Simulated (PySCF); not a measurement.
# S(2+) (sulfur, charge +2): r2SCAN calculation

Configuration: [Ne] 3s2 3p2, high-spin 3P determinant. All numbers are calculated (PySCF 2.14, no relativity, point nucleus, in def2-QZVPPD).

```json
{
 "Total energy": "-396.8505 hartree",
 "One-electron energy": "-535.2721 hartree",
 "Hartree (Coulomb) energy": "163.3344 hartree",
 "Exchange-correlation energy": "-24.9128 hartree",
 "Kinetic energy": "396.36567 hartree",
 "⟨S²⟩": "2.0075",
 "⟨L²⟩": "2.025",
 "Sum of ⟨r⟩": "10.49 bohr",
 "Sum of ⟨r²⟩": "14.95 bohr²",
 "Traceless quadrupole moment −½Σ⟨3z² − r²⟩ along its main axis": "1.36 e·bohr²",
 "Density at the nucleus (Gaussians lack the cusp)": "2650 bohr⁻³",
 "Spin density at the nucleus": "0.0706 bohr⁻³",
 "Langevin diamagnetic susceptibility": "-11.8 ×10⁻⁶ cm³/mol"
}
```

```
shell  electrons  mean orbital energy (hartree)  spread (hartree)  rms radius, mean of both spins (bohr)
 1s α          1                      -89.57242                 0                                  0.113
 1s β          1                      -89.55442                 0                                  0.113
 2s α          1                       -8.85454                 0                                  0.522
 2s β          1                       -8.84408                 0                                  0.522
 2p α          3                       -6.80348           0.00869                                  0.493
 2p β          3                       -6.78287           0.02691                                  0.493
 3s α          1                       -1.50572                 0                                   1.70
 3s β          1                       -1.38794                 0                                   1.70
 3p α          2                       -1.08355                 0                                   1.89
```
